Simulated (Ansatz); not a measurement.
A nudged elastic band was laid between two geometries of C3H8N2Si (14 atoms, charge 0, multiplicity 1).

Theory: RKS B3LYP-D4/STO-3G (Ansatz 0.2.0).

```json
{
 "movable images": "7",
 "climbing image": "yes",
 "spring": "0.1 eV/Å²",
 "optimiser": "quadratic models (default)",
 "start path": "IDPP",
 "force threshold": "0.03 eV/Å",
 "iteration limit": "60",
 "end points": "relaxed"
}
```

Initial state:

```xyz
14
Properties=species:S:1:pos:R:3
N 0.443 0.324 -2.232
C 0.481 0.048 -0.817
C 1.091 -0.966 -0.149
C 0.620 -0.833 1.320
Si -0.380 0.660 0.731
N -2.120 0.534 0.934
H 0.479 1.362 -2.408
H 1.284 -0.090 -2.712
H 1.779 -1.731 -0.533
H 1.432 -0.649 2.042
H 0.035 -1.695 1.681
H -0.004 1.984 1.185
H -2.518 -0.320 0.476
H -2.637 1.342 0.510
```

Final state:

```xyz
14
Properties=species:S:1:pos:R:3
N 0.588 0.545 -2.215
C 0.525 0.119 -0.842
C 1.070 -0.975 -0.246
C 0.508 -0.983 1.195
Si -0.392 0.620 0.700
N -2.139 0.723 0.570
H 0.597 1.595 -2.286
H 1.465 0.196 -2.679
H 1.762 -1.716 -0.668
H 1.275 -0.911 1.983
H -0.127 -1.856 1.419
H 0.039 1.828 1.375
H -2.603 0.952 1.481
H -2.581 -0.167 0.242
```

(1) Which bonds break or form, and what moves?

(2) What energy profile does the band end with?

(3) What is the geometry of the highest image?

## Answers

(1) No bond is made or broken. The dihedral C2–Si5–N6–H13 goes from 33 to 177°.

(2) The run converged. The highest image is number 4 of 0 to 8, 13.1 kJ/mol above the first end and 11.2 kJ/mol above the last; the last end lies 1.9 kJ/mol above the first. Another band between the same ends (7 images) ends at a top of the same energy, where a vibrational analysis finds 1 clearly imaginary mode. Limits of this set-up: minimal basis.

```
image  path coordinate (Å)  energy (kJ/mol)  dihedral C2–Si5–N6–H13 (°)
    0                 0.00              0.0                          33
    1                 0.39              1.7                          48
    2                 0.78              6.1                          64
    3                 1.17             10.9                          83
    4                 1.58             13.1                         102
    5                 1.96             11.1                         121
    6                 2.35              6.8                         140
    7                 2.74              3.2                         160
    8                 3.14              1.9                         177
```

(3) 
```xyz
14
Properties=species:S:1:pos:R:3
N 0.493 0.697 -2.143
C 0.491 0.204 -0.790
C 1.026 -0.935 -0.275
C 0.534 -0.994 1.192
Si -0.362 0.632 0.810
N -2.150 0.662 0.842
H 0.581 1.746 -2.160
H 1.316 0.313 -2.678
H 1.674 -1.676 -0.765
H 1.342 -0.963 1.941
H -0.101 -1.868 1.413
H 0.136 1.812 1.491
H -2.489 -0.226 1.297
H -2.505 0.567 -0.146
```

The run took 2.7 min on 1 thread of Arm Neoverse V1 (shared host), peak memory 0.12 GiB.
